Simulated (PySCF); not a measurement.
Solvent effects on NMR parameters

Structure with atom numbers: `[CH3:1][CH2:2][P-:3][CH2:4][CH:5]([CH3:6])[CH3:7]` (H(Xn): hydrogen on atom n).

GIAO PBE0/pcSseg-1 in PySCF 2.14 on one PBE0-D3(BJ)/def2-SVP conformer, non-relativistic, equivalent nuclei averaged. Solvents enter as an IEF-PCM continuum (dichloromethane with ε = 8.9, acetone with ε = 20.5) around the gas-phase geometry. Shifts are referred to TMS computed in the same medium.

Gas phase, δ in ppm: C4 47.6, C5 31.1, C2 29.7, C6/C7 28.3, C1 18.3, H(C2) 2.00, H(C4) 1.95, H(C1) 1.28, H(C5) 1.17, H(C6)/H(C7) 1.12. Dipole moment 4.06 D.

(1) How does each δ change in the continuum?

(2) Which nuclei move most (in ppm), and what does the model miss?

## Answers

(1) 
```csv
atoms,environment,"Δδ, dichloromethane","Δδ, acetone"
C4,sp3 CH2 bonded to P,-4.0,-4.4
C5,sp3 CH,+0.3,+0.5
C2,sp3 CH2 bonded to P,-3.4,-3.8
C6/C7,methyl carbon,-0.9,-1.0
C1,methyl carbon,0.0,+0.1
H(C2),hydrogen on an sp3 CH2 bonded to P,-0.24,-0.24
H(C4),hydrogen on an sp3 CH2 bonded to P,-0.30,-0.31
H(C1),hydrogen on a methyl carbon,-0.07,-0.08
H(C5),hydrogen on an sp3 CH,-0.25,-0.29
H(C6)/H(C7),hydrogen on a methyl carbon,+0.03,+0.04
```

Changes are relative to the gas phase. The dipole moment becomes 5.60 D in dichloromethane, 5.82 D in acetone.

(2) C4 (sp3 CH2 bonded to P, -4.4 ppm) in acetone. A continuum only polarises the solute; specific hydrogen bonds, the anisotropy of aromatic solvents and changes of geometry or conformer are outside it, as are counter-ions.
